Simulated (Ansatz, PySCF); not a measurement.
OsO4, SMILES [O]=[Os](=[O])(=[O])=[O], multiplicity 1.

Geometry: B3LYP-D3(BJ)/def2-SVP. The spin state was assumed, not searched. The isomer is the one that the SMILES or the coordinates give; other isomers of the formula were not compared. The def2 effective core potentials stand for the cores of Os; spin–orbit coupling is left out.

Vertical ionisation energy (IE) and electron affinity (EA) in eV. Rows of orbital energies are one-electron estimates. Where ΔSCF, EOM or ADC give a negative EA the extra electron is unbound and the value depends on the basis.

```csv
level,IE,EA
"−ε(HOMO), −ε(LUMO), r2SCAN/def2-TZVP (PySCF)",9.34,4.99
"−ε(HOMO), −ε(LUMO), PBE/def2-TZVP (PySCF)",8.94,4.87
"ΔSCF, CAM-B3LYP/def2-SVPD (Ansatz), final states of multiplicity 2 and 2",12.88,2.66
"ΔSCF, PBE/def2-SVPD (Ansatz), final states of multiplicity 2 and 2",12.49,1.68
```

**Question.** What vertical singlet–triplet gap does ΔSCF give with CAM-B3LYP/def2-SVPD (Ansatz, a first-principles code) and with PBE/def2-SVPD (Ansatz)? (An estimate is asked for; the answer gives what the named calculation found.)

**Answer.** 3.18 and 3.63 eV (triplet above singlet where positive).
